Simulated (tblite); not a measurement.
Species: C5H10O2SSi.
Cartesian coordinates in Å at the GFN2-xTB level; atoms count from 1:
```
atom  x, y, z in Å
C1    -2.5826   -1.1108    0.0188
Si2   -0.9842   -0.2685    0.5877
C3    -0.8761    1.6027    0.4824
C4     0.0201    1.9547   -0.4421
O5     0.6772    1.0300   -1.1781
C6     0.3388   -0.2952   -0.8255
S7     1.8341   -1.2554   -0.2936
C8     2.5492    0.0267    0.8222
O9     1.2437   -2.2820    0.5772
H10   -3.3628   -0.9723    0.7595
H11   -2.9436   -0.7087   -0.9239
H12   -2.4302   -2.1786   -0.1053
H13   -0.5064   -0.8042    1.8606
H14   -1.3960    2.3484    1.0528
H15    0.3118    2.9594   -0.7143
H16    0.0139   -0.8126   -1.7325
H17    3.4493   -0.3943    1.2582
H18    1.8383    0.2779    1.6003
H19    2.7955    0.8921    0.2185
```

Computed with GFN2-xTB (tblite): harmonic, unscaled wavenumbers at the GFN2-xTB geometry, gas phase. The method is semi-empirical: single wavenumbers can be off by several per cent or more. Modes of hydrogen on silicon can be 10 to 20 % off. One conformer, not necessarily the lowest.

Harmonic wavenumbers (cm⁻¹): 56.1, 67.5, 117.8, 121.0, 128.2, 151.1, 164.7, 218.8, 294.9, 311.6, 380.3, 394.4, 468.3, 583.9, 600.6, 652.0, 663.6, 679.6, 744.1, 757.3, 798.1, 810.8, 840.9, 850.1, 874.0, 879.2, 881.4, 979.2, 1045.7, 1098.9, 1113.0, 1167.7, 1237.0, 1277.2, 1285.1, 1363.0, 1436.0, 1449.2, 1469.9, 1478.5, 1602.6, 2289.0, 2926.1, 3032.5, 3045.2, 3055.6, 3058.2, 3064.5, 3067.8, 3080.4, 3142.6.

A = 1643, B = 1090, C = 796.8 MHz; mass 162.017 u (most abundant isotopes); point group C1, symmetry number 1.

Zero-point energy?

½Σν̃ = 30628 cm⁻¹ = 87.57 kcal/mol.

Give the ideal-gas entropy at 500 K and 1 bar in the rigid-rotor, harmonic-oscillator model (classical rotation).

Translation 43.75, rotation 31.34, vibration 58.09: S = 133.2 cal/(mol K).

And Cp and H(500 K) − H(0)?

Cp = 62.09 cal/(mol K), of which vibrations give 54.14 (their classical limit is 51 R = 101.3); H(500 K) − H(0) = 18.70 kcal/mol without the zero-point energy, 14.73 from vibrations.

How do the functions run with temperature in this model?

```
 T (K)  S (cal/(mol K))  Cp (cal/(mol K))  H − H(0) (kcal/mol)  G − H(0) (kcal/mol)  ln q(vib)
   150             82.2              27.1                 2.64                -9.69       3.55
   250             98.7              38.4                 5.91               -18.76       6.75
298.15            105.9              43.8                 7.89               -23.69       8.26
   400            120.2              54.0                12.88               -35.21      11.40
   600            145.1              68.5                25.24               -61.82      17.33
   900            175.6              81.8                47.97              -110.10      25.42
```

q(vib) and H(0) count from the zero-point level.

Which modes carry the vibrational entropy at 500 K?

56.1 cm⁻¹: 5.61; 67.5 cm⁻¹: 5.25; 117.8 cm⁻¹: 4.15; 121.0 cm⁻¹: 4.09; 128.2 cm⁻¹: 3.98; 151.1 cm⁻¹: 3.66 cal/(mol K); the other 45 give 31.36 together.

What must be added to the electronic energy to get the Gibbs energy at 500 K and 1 bar?

ZPE + [H(500 K) − H(0)] − T·S = 87.57 + 18.70 − 66.59 = 39.68 kcal/mol.

Hindered rotation and anharmonicity are outside this model. Other conformers, if any are populated, would add a mixing term that is left out. The structure is chiral; the term R ln 2 for an equal mix with its mirror image is left out.
